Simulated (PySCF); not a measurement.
FHPbS, SMILES [F][Pb][SH] (connectivity only; charge and spin as stated), neutral, multiplicity 1.

The structure is a stationary point at B3LYP-D3(BJ)/def2-TZVP. The def2 effective core potentials stand for the cores of Pb; spin–orbit coupling is left out. The values are those of a single conformer.

All values below come from PySCF with B3LYP-D3(BJ)/def2-TZVP.

Frequencies are harmonic and unscaled.

```
mode  ν (cm⁻¹)  IR (km/mol)  Raman (Å⁴/amu)  depolarisation  moving atoms (share of kinetic energy)
----  --------  -----------  --------------  --------------  --------------------------------------
1          121          3.9             2.4            0.74                          F 66 %, S 25 %
2          293          6.5             4.2            0.75                                  H 95 %
3          297         42.0            21.9            0.29                         S 81 %, Pb 15 %
4          513         99.2             6.3            0.32                          F 91 %, Pb 8 %
5          608         12.8             2.3            0.70                                  H 93 %
6         2654          2.6           115.2            0.31                                  H 97 %
```
